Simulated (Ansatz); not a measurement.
Reactions of `C=C1CB1C`.

Isolated molecules relaxed with PBE0-D4/def2-TZVP in Ansatz; ΔE leaves out vibrations. CCSD(T)/CBS is the MP2 limit (def2-TZVPP, def2-QZVPP) plus CCSD(T) − MP2 in def2-TZVPP, frozen cores. This one scheme is used for every species, atoms too. Open shells (•) are unrestricted, without spin–orbit coupling. Spin–orbit coupling would lower the free atoms: a little for B, C. One conformer a species, not always the lowest.

Problem. Order these by ΔE at CCSD(T)/CBS, lowest first. (Best estimate.)
A. `C=C1CB1C` → `BC(C)=C=C`
B. `C=C1CB1C` → `C=CBC=C`
C. `C=C1CB1C` → B• + 4 C• + 7 H•
D. `C=C1CB1C` → `C#CB(C)C`

Solution. D (-99.7 kJ/mol), B (-77.0 kJ/mol), A (-2.3 kJ/mol), C (+4908.9 kJ/mol).

Largest T1 diagnostic: 0.014, for B•.
